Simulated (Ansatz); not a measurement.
Start from `CC(N)(S)S` and change one atom or group to get `CC(N)([SiH3])S`.

Ansatz, PBE0-D4/def2-TZVP geometries, multiplicity 1. Each molecule was computed in one conformer, which needn't be the lowest.

```
                                      property  `CC(N)(S)S`
size of the dipole moment (PBE/def2-TZVPP) / D         1.89
             LUMO energy (PBE/def2-TZVPP) / eV        -1.08
          HOMO–LUMO gap (PBE0/def2-TZVPP) / eV         6.53
            LUMO energy (PBE0/def2-TZVPP) / eV        -0.11
         LUMO energy (ωB97M-V/def2-TZVPP) / eV         1.77
         HOMO–LUMO gap (B3LYP/def2-TZVPP) / eV         6.05
```

**Question.** Give the same properties after the change, and the shifts. (An estimate is asked.)

**Answer.** Ansatz gave: 
```csv
property,`CC(N)([SiH3])S`,shift
size of the dipole moment (PBE/def2-TZVPP) / D,1.01,-0.88
LUMO energy (PBE/def2-TZVPP) / eV,-0.92,0.16
HOMO–LUMO gap (PBE0/def2-TZVPP) / eV,6.74,0.21
LUMO energy (PBE0/def2-TZVPP) / eV,-0.03,0.08
LUMO energy (ωB97M-V/def2-TZVPP) / eV,1.69,-0.08
HOMO–LUMO gap (B3LYP/def2-TZVPP) / eV,6.26,0.21
```

With PBE0 the HOMO falls by 0.13 eV and the LUMO rises by 0.08 eV, so the gap widens by about 0.21 eV. PBE moves the HOMO by -0.07 eV and ωB97M-V by -0.18 eV. Dipoles are sizes alone; their direction can turn.

B3LYP here is the variant with VWN-RPA as its local correlation; programs differ in this.
